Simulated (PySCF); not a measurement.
## Structure revision by computed shifts

A compound C6H11FOSi gives the data below (simulated from a calculation) and was assigned the structure `C=C(C)[C@@]1(F)[SiH2][C@@H]1OC`.

$^{13}$C{$^{1}$H} NMR (computed): δ 138.1 (CH), 135.1 (CH), 99.2 (CH), 78.8 (CH), 31.4 (CH2), 29.2 (CH2).

$^{1}$H NMR (600 MHz, computed): δ 5.95 (m, 1H), 5.89 (m, 1H), 5.02 (s, 3H), 4.70 (m, 1H), 4.41 (m, 1H), 2.35 (m, 1H), 2.23 (m, 1H), 2.09 (m, 1H), 1.77 (m, 1H).

Theoretical values (PySCF 2.14): coordinates at the GFN2-xTB level, shielding tensors at PBE0/pcSseg-1 (GIAO). One conformer, equivalent nuclei averaged, isolated molecule, no relativistic terms.

Shifts are taken against calculated references (same method and geometry level): $^{1}$H (σ = 31.72 ppm), $^{13}$C (σ = 186.93 ppm) against TMS.

Q: Compare with the shifts computed for the proposed structure, pairing carbons in order of shift.

A: Mapped SMILES: `[CH2:1]=[C:2]([CH3:3])[C@@:4]1([F:5])[SiH2:6][C@@H:7]1[O:8][CH3:9]`. Each H is labelled by its parent atom.

```csv
atom,computed for proposal,given list,difference
C2,161.9,138.1,+23.8
C1,103.6,135.1,-31.5
C4,90.3,99.2,-8.9
C7,75.2,78.8,-3.6
C9,64.3,31.4,+32.9
C3,22.7,29.2,-6.5
```

The rms difference is 21.5 ppm and the largest +32.9 ppm at C9 (methyl carbon bonded to O). The carbon types in order of shift don't match either: C, CH2, C, CH, CH3, CH3 for the proposal against CH, CH, CH, CH, CH2, CH2 in the data. The proposal doesn't fit.

Q: Which isomer fits?

A: SMILES O([C@H]1[C@H](F)CCC=C1)[SiH3].

Carbon types of the structure: 4 × CH, 2 × CH2, leaving 3 H on heteroatoms. δC 138.1, 135.1: alkene CH; the olefinic region. δC 99.2: sp3 CH bonded to F; pulled downfield by the heteroatom. δC 78.8: allylic sp3 CH bonded to O; pulled downfield by the heteroatom. δH 4.41: hydrogen on an allylic sp3 CH bonded to O; its carbon carries O, an electronegative neighbour.

Other isomers checked: F[C@@H]1COC[C@]12C[C@H]2[SiH3] (rms 35.3 ppm); C=C(C)[SiH2][C@H](F)C(C)=O (rms 37.1 ppm).

The data come from this structure; uniqueness wasn't tested.

Splittings by $^{19}$F in the carbon and heteronuclear signals aren't shown, as no couplings were computed. Shifts are as computed. Against solution values, carbons near 30 ppm lie about +3 ppm off and those near 130 ppm about +5 ppm. Of 1309 compounds with measured shifts, 239 miss one by over three times the rms of a fit or turn the order of signals round; such compounds aren't used in these exercises. No couplings were computed; multiplicities are counted from neighbouring protons, with m where these are inequivalent, close in shift, in a saturated or five-membered ring or joined by F or P, and br s for small geminal =CH2 splittings.
